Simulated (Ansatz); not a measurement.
Mulliken charges of AlClH4N2 (`[NH2][Al]([NH2])[Cl]`) from ωB97M-V/def2-TZVPP in Ansatz (PBE0-D4/def2-TZVP geometry).

| atom | x (Å) | y (Å) | z (Å) | charge (e) |
| --- | --- | --- | --- | --- |
| N1 | -0.490 | 1.487 | -0.173 | -0.370 |
| Al2 | -0.217 | -0.237 | -0.377 | 0.583 |
| N3 | 0.830 | -1.184 | 0.670 | -0.370 |
| Cl4 | -1.194 | -1.217 | -1.955 | -0.268 |
| H5 | -1.090 | 2.031 | -0.771 | 0.113 |
| H6 | -0.083 | 2.068 | 0.541 | 0.099 |
| H7 | 1.350 | -0.833 | 1.456 | 0.099 |
| H8 | 0.986 | -2.171 | 0.554 | 0.113 |

Problem. By hand: the dipole of these point charges (1 e Å = 4.8032 D).

Solution. Σ q r = (0.181, 0.182, 0.293) e Å, of length 0.390 e Å = 1.87 D.

Problem. How does the dipole of the full density compare? (Estimate.)

Solution. Ansatz gave: (0.239, 0.240, 0.387) e Å, 2.47 D; the point charges give 0.76 times that, at 0° from its direction.

Point charges leave out the atoms' own dipoles, such as those of lone pairs, and Mulliken's split depends on the basis, so the two needn't agree.
